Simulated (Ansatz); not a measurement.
Problem. Name a neutral molecule of C, Ge, O, Si and H with size of the dipole moment (ωB97M-V/def2-TZVPP) between 1.20 and 1.50 D and HOMO energy (B3LYP/def2-TZVPP) between -6.60 and -6.30 eV (Ansatz, PBE0-D4/def2-TZVP geometry).

Solution. `[OH][GeH]1[CH2][SiH2]1` (1.32 D, -6.38 eV). Other molecules can fit too; these were computed, each in one conformer that needn't be the lowest.

B3LYP here is the variant with VWN-RPA as its local correlation; programs differ in this.
